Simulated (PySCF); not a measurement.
B(GeH3)(Me)2 (C2H9BGe), SMILES C[B](C)[GeH3].

The structure is a stationary point at PBE0-D3(BJ)/def2-SVP.

Computed with PBE0-D3(BJ)/def2-SVP in PySCF.

Frequencies are harmonic and unscaled.

Computed harmonic wavenumbers and intensities:
```csv
mode,ν (cm⁻¹),IR (km/mol),Raman (Å⁴/amu),depolarisation,moving atoms (share of kinetic energy)
1,19,0.0,0.2,0.75,H 94 %
2,102,0.7,0.5,0.75,H 95 %
3,139,1.2,0.6,0.74,H 92 %
4,179,1.2,0.0,–,"C 44 %, H 39 %, B 13 %"
5,254,1.3,1.1,0.32,"H 42 %, C 33 %, Ge 16 %, B 9 %"
6,272,2.5,1.2,0.41,"H 57 %, B 26 %, C 13 %"
7,450,17.3,4.3,0.25,"H 66 %, B 16 %, C 12 %"
8,460,9.5,7.6,0.16,"H 49 %, C 25 %, B 17 %, Ge 9 %"
9,509,26.7,6.2,0.68,H 82 %
10,611,0.6,0.8,0.15,"H 79 %, C 16 %"
11,815,154.1,15.7,0.63,H 95 %
12,826,10.3,1.9,0.53,"H 54 %, B 27 %, C 18 %"
13,834,2.1,5.0,0.49,"H 50 %, C 37 %, B 12 %"
14,844,4.3,0.4,0.39,"H 75 %, C 21 %"
15,888,22.3,28.7,0.75,H 98 %
16,902,34.2,28.8,0.75,H 92 %
17,1090,80.4,8.8,0.43,"B 48 %, H 36 %, C 16 %"
18,1146,15.2,2.2,0.73,"B 51 %, H 43 %"
19,1294,29.4,8.9,0.44,"H 73 %, C 24 %"
20,1317,114.9,3.2,0.74,"H 55 %, C 31 %, B 14 %"
21,1399,1.0,14.6,0.74,H 96 %
22,1401,3.5,17.5,0.75,H 96 %
23,1441,0.6,10.2,0.74,H 93 %
24,1444,13.4,8.7,0.75,H 90 %
25,2113,104.3,180.4,0.23,H 99 %
26,2124,113.5,185.9,0.18,H 99 %
27,2130,143.8,141.8,0.37,H 99 %
28,3014,0.7,28.6,0.23,H 96 %
29,3016,0.2,269.5,0.02,H 96 %
30,3106,16.7,195.7,0.44,H 92 %
31,3107,13.3,23.6,0.67,H 92 %
32,3159,5.5,63.1,0.75,"H 90 %, C 10 %"
33,3160,11.5,105.1,0.74,"H 90 %, C 10 %"
```
